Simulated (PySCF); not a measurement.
Mo(S)2(OH)2 (H2MoO2S2), SMILES [OH][Mo]([OH])(=[S])=[S], multiplicity 1. Atoms are numbered in the order given.

```xyz
7

Mo     0.0000     0.0000     0.2331
S     -1.6961     0.0000    -1.0193
S      1.6961     0.0000    -1.0193
O      0.0000     1.5108     1.2942
H      0.0000     2.4462     1.0600
O      0.0000    -1.5108     1.2942
H      0.0000    -2.4462     1.0600
```
Charge 0, spin multiplicity 1.

Geometry optimised at PBE0-D3(BJ)/def2-SVP. A frequency run showed that this geometry is not a minimum. The multiplicity is an assumed one; no other spin state was optimised. The structure was generated by enumeration; whether it is a known compound was not checked. The def2 effective core potentials stand for the cores of Mo; spin–orbit coupling is left out. Other conformers were not sampled.

These are TDDFT-PBE/def2-SVPD (PySCF 2.14.0) values and carry that method's errors.

Vertical excitations. Gas-phase values at a fixed geometry. State labels are in the subgroup C2v.

| state | symmetry | energy (eV) | λ (nm) | f | main pairs |
|---|---|---|---|---|---|
| S1 | B1 | 2.67 | 464 | 0.021 | HOMO→LUMO 91 % |
| S2 | B2 | 2.70 | 460 | 0.001 | HOMO→LUMO+1 99 % |
| S3 | A2 | 3.13 | 396 | 0.000 | HOMO−1→LUMO 99 % |
| S4 | B2 | 3.49 | 355 | 0.001 | HOMO−2→LUMO 99 % |
| S5 | A2 | 3.54 | 350 | 0.000 | HOMO→LUMO+2 99 % |
| S6 | A1 | 3.80 | 326 | 0.010 | HOMO−1→LUMO+1 80 % |
| S7 | B1 | 3.93 | 315 | 0.000 | HOMO−2→LUMO+1 56 %, HOMO→LUMO+3 39 % |
| S8 | B1 | 4.16 | 298 | 0.014 | HOMO−1→LUMO+2 44 %, HOMO→LUMO+3 34 %, HOMO−2→LUMO+1 10 %, HOMO−4→LUMO 10 % |
| S9 | A1 | 4.20 | 295 | 0.000 | HOMO−3→LUMO 50 %, HOMO→LUMO+4 45 % |
| S10 | B1 | 4.25 | 292 | 0.000 | HOMO−4→LUMO 89 % |
| T1 | B1 | 1.96 | 633 | 0 | HOMO→LUMO 99 % |
| T2 | B2 | 2.47 | 503 | 0 | HOMO→LUMO+1 98 % |
| T3 | A2 | 2.89 | 429 | 0 | HOMO−1→LUMO 97 % |
| T4 | A1 | 3.00 | 414 | 0 | HOMO−1→LUMO+1 94 % |
Triplets are in the Tamm–Dancoff approximation, which puts them higher than full response would, so one can lie above its singlet here.
